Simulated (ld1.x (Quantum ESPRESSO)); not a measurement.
**Au: one change to a TM semilocal potential, before and after**

Au (Z = 79), norm-conserving Troullier–Martins (semilocal form), made with ld1.x (Quantum ESPRESSO) 7.5 (PBE, scalar-relativistic). Core [Xe] 4f14, reference 5d10 6s0 6p0 (charge +1). Waves: 6s (bound, empty): rc 1.95 bohr; 5d (bound): rc 1.65 bohr; 6p (bound, empty): rc 2.20 bohr. Local part: the p channel. Core correction: a·sin(br)/r model core inside 0.90 bohr.

All-electron outer shells of the reference configuration (PBE, scalar-relativistic, ld1.x):

```json
{"shell": "5p", "level (eV)": "-68.34", "outermost node (bohr)": "0.52", "outermost maximum (bohr)": "0.96"}
{"shell": "5d", "level (eV)": "-15.33", "outermost node (bohr)": "0.56", "outermost maximum (bohr)": "1.21"}
{"shell": "6s", "level (eV)": "-13.21", "outermost node (bohr)": "1.11", "outermost maximum (bohr)": "2.24"}
{"shell": "6p", "level (eV)": "-6.71", "outermost node (bohr)": "1.31", "outermost maximum (bohr)": "3.06"}
```

Change: wave 5d (bound): rc 1.65 bohr becomes 5d (bound): rc 1.22 bohr.

Cutoffs: the cutoffs (Ry, on a coarse ladder) from which the occupation-weighted sum of valence levels, in a spherical-Bessel basis at the reference potential, stays within 10 and 1 mRy of its value at 400 Ry; they do not see the model core or the augmentation charge, which bear on the density cutoff. Errors are all-electron minus pseudo energies relative to the spin-unpolarised reference configuration.

Q: How do hardness, ghosts and transferability respond?

A: The potential gets harder (45 Ry and 60 Ry → 50 Ry and 90 Ry); the errors of the 7 common tests hardly move; the range in which the d phases agree widens (upper end 2.5 → at the end of the scan); neither file shows a bound ghost. A smaller radius makes the pseudo-wave follow the all-electron one further in, where it bends more sharply, so more plane waves are needed. A semilocal file is local in each channel, so a ghost entry of none says nothing of the separable form that plane-wave codes build from it.

```csv
quantity,base,changed
"cutoff, loose",45 Ry,50 Ry
"cutoff, tight",60 Ry,90 Ry
bound ghosts,none,none
"error for 5d10 6s1 6p0, meV [ΔE -9.41 eV]",-7.7,-7.5
"error for 5d9 6s0 6p0, meV [ΔE 21.21 eV]",-35,-36
"error for 5d8 6s0 6p0, meV [ΔE 55.09 eV]",-199,-201
"error for 5d9 6s2 6p0, meV [ΔE -7.72 eV]",-87,-85
"error for 5d9 6s1 6p0, meV [ΔE 2.72 eV]",-48,-47
"error for 5d10 6s0.5 6p0, meV [ΔE -5.64 eV]",-1.1,-1.0
"error for 5d7 6s0 6p0, meV [ΔE 102.80 eV]",-595,-601
s: phases at 2.40 bohr within 0.05 rad from the reference energy up to (Ry; the scan ends near 5),2.2,2.2
p: phases at 2.40 bohr within 0.05 rad from the reference energy up to (Ry; the scan ends near 5),0.1,0.1
d: phases at 2.40 bohr within 0.05 rad from the reference energy up to (Ry; the scan ends near 5),2.5,to the end of the scan
```
